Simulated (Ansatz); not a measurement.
Mulliken charges of `OC[SiH2]F` from PBE/def2-TZVPP in Ansatz (PBE0-D4/def2-TZVP geometry).

```csv
atom,x (Å),y (Å),z (Å),charge (e)
O1,-0.030,1.372,-1.069,-0.305
C2,-0.394,0.765,0.165,-0.095
Si3,0.436,-0.904,0.380,0.486
F4,0.053,-1.766,-0.923,-0.300
H5,-0.275,0.777,-1.783,0.195
H6,-1.486,0.679,0.268,0.090
H7,-0.065,1.443,0.958,0.094
H8,-0.063,-1.628,1.578,-0.086
H9,1.913,-0.784,0.408,-0.077
```

Problem. By hand: the dipole of these point charges (1 e Å = 4.8032 D).

Solution. Σ q r = (-0.093, 0.148, 0.371) e Å, of length 0.410 e Å = 1.97 D.

Problem. How does the dipole of the full density compare? (Best estimate.)

Solution. The calculation gave: (-0.129, -0.015, 0.186) e Å, 1.09 D; the point charges give 1.81 times that, at 32° from its direction.

Point charges leave out the atoms' own dipoles, such as those of lone pairs, and Mulliken's split depends on the basis, so the two needn't agree.
